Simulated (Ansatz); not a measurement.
Consider the substitution at a C–Si bond: `N=C[Si](N)(O)S` + `OCS` → `N=CSCO` + `N[SiH](O)S`.

Computed with Ansatz on PBE0-D4/def2-TZVP structures; ΔE is electronic, products minus reactants. CCSD(T)/CBS is the MP2 limit (def2-TZVPP, def2-QZVPP) plus CCSD(T) − MP2 in def2-TZVPP, frozen cores. Functionals use def2-TZVPP. B3LYP here is the variant with VWN-RPA as its local correlation; programs differ in this. Each species was taken in one conformer, which may not be the lowest.

Q: Is it downhill or uphill in electronic energy at CCSD(T)/CBS, and by how much? (Estimate.)

A: The calculation gave: Uphill: ΔE = +5.0 kJ/mol.

Q: What do these levels give: PBE-D4, ωB97M-V, B3LYP, MP2/def2-TZVPP, HF/def2-QZVPP, HF/CBS(def2)? (Estimate.)

A: The calculation gave: PBE-D4 -9.4, ωB97M-V 5.9, B3LYP -2.6, MP2/def2-TZVPP 0.1, HF/def2-QZVPP 10.2, HF/CBS(def2) 10.3 kJ/mol.

Largest T1 diagnostic among the species: 0.014.

From PBE to PBE0 (25 % exact exchange), in def2-TZVPP and without D4, ΔE moves by +7.0 kJ/mol. In def2-TZVPP, CCSD(T) changes the Hartree–Fock value by −4.8 kJ/mol (the triples alone add −3.6 kJ/mol) and MP2 by −9.8 kJ/mol.
